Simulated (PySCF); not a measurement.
## Calculated data, CH$_{10}$Ge$_{2}$Si, C$_{2}$H$_{7}$Ge

Calculation on a computer-drawn molecule: the log of a Hartree-Fock and frozen-core CCSD(T) single point meant for a local Hartree-Fock minimum, with one planted fault or none, to be diagnosed. Offsets are logged minus clean, where the clean run is the same molecule without the fault. The reference is restricted for singlets and unrestricted otherwise, and also for a bond in bohr or an excited solution. Adding or removing an electron swaps singlet and doublet. The excited solution moves the top pair (singlet) or top alpha electron (doublet) to the lowest empty orbital. Highest occupied and lowest empty are orbital energies over both spins, largest force is the largest gradient component, triples share is (T) over the correlation energy, the T1 limit is 0.02 restricted and 0.045 unrestricted, electrons count all cores, a negative frequency is imaginary (commonest isotopes), and the dipole is about the centre of nuclear charge; on germanium a core potential holds 10 electrons, which the energies leave out, and 3d is frozen in MP2 and coupled-cluster steps. Program: PySCF 2.14.0.

Common to all runs: meant multiplicity 1; meant basis and core potential on germanium cc-pVDZ-PP ECP10MDF; logged SCF converged yes; possible faults no fault, one electron removed, one electron added, multiplicity raised by two, geometry at a saddle point, SCF held on an excited solution, minimal basis STO-3G, one bond length entered in bohr, all coordinates scaled.

(1) 
```xyz
14
formula=CH10Ge2Si meant_charge=0 meant_basis=cc-pV(D+d)Z logged_electrons=95 logged_basis_functions=133 logged_spin_squared=0.7659 logged_highest_occupied=2.035 logged_lowest_empty=7.8135 logged_largest_force=0.032441 logged_T1_diagnostic=0.018973 logged_D1_diagnostic=0.11087 logged_triples_share=0.029157 logged_CC_converged=yes logged_dipole_magnitude=0.61768 logged_SCF_stable_within_its_kind=yes logged_energy_HF=-919.28838 logged_energy_CCSD(T)=-919.85691 planted_fault=one_electron_added HF_energy_offset_from_clean_run=60.41 CCSD(T)_energy_offset_from_clean_run=45.65
C     -1.3146    -0.9709     1.6461
Si    -0.9056    -0.7282    -0.1858
Ge     0.7677    -2.3067    -0.9047
Ge    -0.1654     1.5268    -0.6054
H     -2.0918    -0.2717     1.9657
H     -0.4320    -0.8055     2.2694
H     -1.6756    -1.9860     1.8313
H     -2.1271    -0.9612    -1.0006
H      1.0741    -2.1416    -2.3988
H      2.0754    -2.1043    -0.1256
H      0.2959    -3.7489    -0.6682
H      1.1170     1.8337     0.1815
H     -1.2361     2.5409    -0.1769
H      0.1285     1.7411    -2.0957
```

Units: logged_highest_occupied, logged_lowest_empty in eV; logged_largest_force in hartree/bohr; logged_dipole_magnitude in debye; logged_energy_HF, logged_energy_CCSD(T) in hartree; HF_energy_offset_from_clean_run, CCSD(T)_energy_offset_from_clean_run in kcal/mol.

Drawn bonds:
```
atom  other atom  order
   1           2      1
   2           3      1
   2           4      1
   1           5      1
   1           6      1
   1           7      1
   2           8      1
   3           9      1
   3          10      1
   3          11      1
   4          12      1
   4          13      1
   4          14      1
```

Notes: highest electron not bound in this basis.

(2) 
```xyz
10
formula=C2H7Ge meant_charge=1 meant_basis=cc-pVDZ logged_electrons=50 logged_basis_functions=86 logged_spin_squared=0 logged_highest_occupied=-10.908 logged_lowest_empty=-11.22 logged_largest_force=0.2005 logged_CC_converged=no logged_dipole_magnitude=6.6632 logged_SCF_stable_within_its_kind=no logged_energy_HF=-372.45151 planted_fault=SCF_held_on_an_excited_solution HF_energy_offset_from_clean_run=287.4
C     -0.0196    -2.2685     0.4977
C     -0.3548    -0.9720    -0.2476
Ge     1.1571     0.0200    -0.9239
H      0.4983    -2.9819    -0.1439
H      0.5956    -2.0817     1.3783
H     -0.9471    -2.7326     0.8314
H     -0.9943    -1.1414    -1.1213
H     -0.8990    -0.2560     0.3794
H      2.5928    -0.4222    -0.7154
H      0.9665     1.3069    -1.7028
```

Units: logged_highest_occupied, logged_lowest_empty in eV; logged_largest_force in hartree/bohr; logged_dipole_magnitude in debye; logged_energy_HF in hartree; HF_energy_offset_from_clean_run in kcal/mol.

Drawn bonds:
```
atom  other atom  order
   1           2      1
   2           3      1
   1           4      1
   1           5      1
   1           6      1
   2           7      1
   2           8      1
   3           9      1
   3          10      1
```

Notes: CCSD not converged.
